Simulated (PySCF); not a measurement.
# How methods differ on the ionisation energy of Ge²⁺

Ge²⁺ [Ar] 3d10 4s2 (1S) → Ge³⁺ [Ar] 3d10 4s1 (2S), as a difference of total energies. Computed with PySCF 2.14 in def2-TZVPPD, with the non-relativistic Hamiltonian (point nucleus). Correlated levels: valence: [Ar] 3d10 frozen. The calculations carry no spin-orbit coupling.

| method | ionisation energy (eV) |
| --- | --- |
| UHF | 31.715 |
| MP2 (valence) | 32.502 |
| SCS-MP2 (valence) | 32.660 |
| CCSD (valence) | 32.808 |

Q: How much does correlation contribute at MP2 (valence)?

A: 32.502 − (31.715) = 0.787 eV, measured against UHF.

These non-relativistic numbers lack the scalar-relativistic shift.

Errors of the correlated levels include the incompleteness of this basis and the frozen core.

With two correlated electrons CCSD is exact in that space.

For comparison: 34.058 eV (measured; NIST Atomic Spectra Database, ionization energies).
